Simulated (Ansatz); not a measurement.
Reaction (formal exchange of groups at the Si–Se bond): `FC[SiH2][SeH]` + `[F][SnH3]` → `FC[SiH2][SnH2][F]` + H₂Se

Gas-phase electronic energies from Ansatz, PBE0-D4/def2-TZVP geometries. CCSD(T)/CBS adds triple-zeta CCSD(T) − MP2 to the extrapolated MP2 energy (def2 sets, frozen cores). DFT in def2-TZVPP. def2 core potentials past Kr. For Se, Sn outer-core shells are correlated without core-valence functions, which leaves a few kJ/mol of doubt a bond. Scalar relativity is left out up to krypton. Each species was taken in one conformer, which may not be the lowest.

Q: Is it downhill or uphill in electronic energy at CCSD(T)/CBS, and by how much? (Estimate.)

A: Ansatz gave: Uphill: ΔE = +35.3 kJ/mol.

Q: What do these levels give: PBE0-D4, ωB97X-V, B2PLYP, SCS-MP2/def2-TZVPP, MP2/def2-QZVPP, SCS-MP2/def2-QZVPP? (An estimate is asked.)

A: Computed: PBE0-D4 33.5, ωB97X-V 36.8, B2PLYP 36.9, SCS-MP2/def2-TZVPP 41.5, MP2/def2-QZVPP 40.8, SCS-MP2/def2-QZVPP 40.5 kJ/mol.

Largest T1 diagnostic among the species: 0.014.

From PBE to PBE0 (25 % exact exchange), in def2-TZVPP and without D4, ΔE moves by +4.6 kJ/mol. In def2-TZVPP, CCSD(T) changes the Hartree–Fock value by −8.7 kJ/mol (the triples alone add −0.5 kJ/mol) and MP2 by −3.9 kJ/mol.
